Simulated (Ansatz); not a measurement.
The lowest singlet and triplet of CH4Si (SMILES C[SiH]); geometries from B3LYP-D3(BJ)/def2-TZVP, each state relaxed from the structure named, with no frequency check.
Singlet at the triplet's geometry (charge 0, multiplicity 1):
```
atom    x (Å)    y (Å)    z (Å)
----  -------  -------  -------
C     -1.1157  -0.3440   0.0206
Si     0.6669   0.2966  -0.0218
H     -1.2915  -1.0372  -0.8045
H     -1.8146   0.4872  -0.0761
H     -1.3160  -0.8520   0.9661
H      1.7792  -0.6869   0.0965
```

A positive gap puts the triplet lower; no zero-point energy. R- takes a restricted singlet. U- takes an unrestricted singlet (broken symmetry where lower, unprojected). The triplet is unrestricted in single-reference levels. Active spaces average the two states.

Cores are frozen in the correlated methods.

The values were computed with Ansatz (a first-principles code) with Gaussian orbitals. Values without a source in brackets are computed.

Task: Estimate the gap E(singlet) − E(triplet), vertical, at the triplet's geometry that FIC-MRCISD+Q on SA-CASSCF(2,2)/cc-pV(T+d)Z returns for this input.

Result: -58 kJ/mol

Task: Predict the gap E(singlet) − E(triplet), vertical, at the triplet's geometry from R-PBE/def2-TZVPP.

Result: -39 kJ/mol

Task: Predict the gap E(singlet) − E(triplet), vertical, at the triplet's geometry from U-CCSD(T)/cc-pV(D+d)Z (spin-contaminated).

Result: -48 kJ/mol

Doubts at one or more of the structures used: a restricted determinant that unrestricted orbitals would lower (R-PBE/def2-TZVPP); T1 above 0.05 (U-CCSD(T)/cc-pV(D+d)Z (spin-contaminated)).
